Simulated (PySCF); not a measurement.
Structure problem from calculated spectra and properties.

Formula: Cl3HOSi.

| Property | Result |
| --- | --- |
| Triplet | lowest triplet excitation (Tamm–Dancoff): 6.85 eV [TDA B3LYP/def2-SVPD] |
| 1H NMR | chemical shifts (computed TMS as zero) by class: 2.81 (1 H) ppm [GIAO KT2/pcSseg-1] |
| Dipole | 1.58 D [B3LYP/def2-SVPD] |
| NMR, other nuclei | isotropic shieldings of nuclei other than C and H, by class: 216 (1 O), 368 (1 Si), 774 (3 Cl) ppm [GIAO KT2/pcSseg-1] |
| XPS | Si2p3/2 110.1, Cl2p3/2 206.8 (×3), O1s 539.8, Si1s 1850.3, Cl1s 2829.4 (×3) eV [ΔSCF SCAN, pcX-2 on the ionised atom, pcseg-1 elsewhere, spin-free X2C, 2p3/2 from a spin–orbit splitting computed afterwards within the 2p shell] |
| Polarisability | 68.0 au [B3LYP/def2-SVPD] |
| Rotational structure | rotational constants A, B, C: 1.846, 1.799, 1.307 GHz [PBE0-D3(BJ)/def2-SVP] |
| UV, first state | lowest singlet excitation: 7.20 eV (172 nm, f = 0.001) [TDDFT B3LYP/def2-SVPD] |
| UV, strongest line | among the 10 lowest singlet transitions: S7 at 8.17 eV (152 nm, f = 0.089) [TDDFT B3LYP/def2-SVPD] |

The electronic properties come from PySCF, for the isolated species, density fitting. Levels stand in brackets. Isolated species at its PBE0-D3(BJ)/def2-SVP geometry, gas phase. NMR values are class means; diastereotopic atoms form classes of their own.

Q: What is the compound? Reason from the data.

A: The one hydrogen (2.81 ppm): hydrogen on oxygen. The other shieldings belong to: 216 ppm, oxygen bonded to Si and H; 368 ppm, silicon bonded to 3 Cl and O; 774 ppm, chlorine bonded to Si. The core levels belong to: Si2p3/2 110.1 eV, silicon bonded to 3 Cl and O; Cl2p3/2 206.8 eV, chlorine bonded to Si; O1s 539.8 eV, oxygen bonded to Si and H; Si1s 1850.3 eV, silicon bonded to 3 Cl and O; Cl1s 2829.4 eV, chlorine bonded to Si. One atom of each topological class was ionised and stands for its class. The optimised geometry has point group Cs and is an asymmetric top. Structure: Si(OH)Cl3, `O[Si](Cl)(Cl)Cl`. The assignments are read from this structure; whether some other isomer fits the data as well wasn't checked.
